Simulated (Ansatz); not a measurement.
**Question.** Name a neutral molecule of F, I, Si with HOMO–LUMO gap (PBE/def2-TZVPP) between 4.35 and 4.65 eV and LUMO energy (PBE/def2-TZVPP) between -2.45 and -2.15 eV (Ansatz, PBE0-D4/def2-TZVP geometry).

**Answer.** `F[Si](F)(I)I` (4.51 eV, -2.42 eV). Other molecules can fit too; these were computed, each in one conformer that needn't be the lowest.
